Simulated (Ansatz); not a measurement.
Problem. Name a neutral molecule of Br, C, Cl, O, Si and H with HOMO–LUMO gap (B3LYP/def2-TZVPP) between 8.30 and 8.60 eV and HOMO–LUMO gap (ωB97M-V/def2-TZVPP) between 12.60 and 12.90 eV (Ansatz, PBE0-D4/def2-TZVP geometry).

Solution. `C[Si](O)(Cl)Br` (8.30 eV, 12.77 eV). Other molecules can fit too; these were computed, each in one conformer that needn't be the lowest.

B3LYP here is the variant with VWN-RPA as its local correlation; programs differ in this.
